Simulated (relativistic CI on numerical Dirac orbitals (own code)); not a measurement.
Hyperfine structure of Dy48+, mass number 163

Method of calculation: Dirac-Coulomb-Breit CI, separate exchange-only KLI orbitals for each configuration, QED by a radiative potential, unscaled Slater integrals (own radial code, finite nucleus).

Configurations in the expansion (outside the closed core [Ne]): 3s2 3p6, 3s2 3p5 3d, 3s 3p6 3d, 3s2 3p5 4s, 3s2 3p5 4p, 3s2 3p5 4d, 3p6 3d 4p, 3s 3p6 4s, 3p6 3d2, 3p5 3d3, 3p5 3d2 4s, 3p5 3d2 4p, 3p5 3d2 4d, 3p6 3d 4s, 3p5 3d 4s2, 3p5 3d 4s 4p, 3p5 3d 4s 4d. Double excitations out of closed p, d and f shells are left out; levels of such configurations are missing from the list, as are those of other unlisted configurations, and high levels can miss mixing partners.

Nuclear spin I = 5/2, μ = 0.671 μN, Q = 2.65 b (tables of Stone and Pyykkö). The electronic factors are computed for point nuclear moments, without core polarisation or the Bohr-Weisskopf and QED corrections.

| Level | E (eV) | A (GHz) | B (GHz) |
| --- | --- | --- | --- |
| 3s2 3p5 3d 3P°_1 | 213.142 | 24.36 | 199 |
| 3s2 3p5 3d 3F°_3 | 217.972 | 28.25 | -601 |
| 3s2 3p5 3d 3D°_2 | 221.425 | 28.23 | -44.2 |
| 3s2 3p5 3d 3F°_4 | 257.116 | 18.79 | -564 |
| 3s2 3p5 3d 3D°_3 | 271.860 | 16.46 | 262 |
| 3s2 3p5 3d 3F°_2 | 413.907 | 86.51 | 171 |
| 3s2 3p5 3d 1P°_1 | 449.161 | -47.01 | 51.4 |
| 3s 3p6 3d 3D_1 | 598.709 | -202.9 | 64 |

Levels with J = 0, under 50 % of one LS term, or S terms without an open s electron are left out. Small factors come from cancelling terms and can be off by tens of per cent or more.

At this charge energies of transitions that change n are usually good to better than 1 %, and those within a shell (Δn = 0) to a few per cent.

Problem. Give the hyperfine levels of 3s2 3p5 3d 3F°_2 relative to its centre of gravity.

Solution. With K = F(F + 1) − I(I + 1) − J(J + 1), E = AK/2 + B[¾K(K + 1) − I(I + 1)J(J + 1)]/[2I(2I − 1)J(2J − 1)]: F = 1/2: -486.2, F = 3/2: -433.2, F = 5/2: -302.2, F = 7/2: -29.21, F = 9/2: 475.2 GHz.

LS names give the leading component of a level, which can be under half, so a name can repeat, a term be missing and a line seem to break the LS rules.
